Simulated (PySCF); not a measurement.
# Ionisation energy of Ho(62+) by level of theory

Ho(62+) [He] 2s2 2p1 [2p1/2^1, M_J = 1/2] → Ho(63+) [He] 2s2, as a difference of total energies. Computed with PySCF 2.14 in an even-tempered Gaussian basis (17 s from 45 bohr⁻², ratio 2.4; 13 p from 59 bohr⁻², ratio 2.4; 5 d from 190 bohr⁻², ratio 2.6; 4 f from 280 bohr⁻², ratio 2.6), with the two-component X2C-1e Hamiltonian. Correlated levels: nothing frozen; the 30 highest virtual spinors dropped. "Screened" scales the spin-orbit matrix elements by Boettger's factors to mimic the two-electron term; Breit and QED terms are absent.

```tsv
method	ionisation energy (eV)
GHF (spin-free)	14347.4
GMP2 (spin-free)	14347.0
GHF (screened spin-orbit)	15014.1
GMP2 (screened spin-orbit)	15011.9
```

Problem. How much does correlation contribute at GMP2 (screened spin-orbit)?

Solution. 15011.9 − (15014.1) = -2.2 eV, measured against GHF (screened spin-orbit).

For this ion Breit and QED terms and the two-electron picture change, all absent here, outweigh the correlation shift from GHF to GMP2.

The spin-free rows lack the spin-orbit shift.

For comparison: 14998 ± 15 eV (theoretical estimate listed by NIST; NIST Atomic Spectra Database, ionization energies).
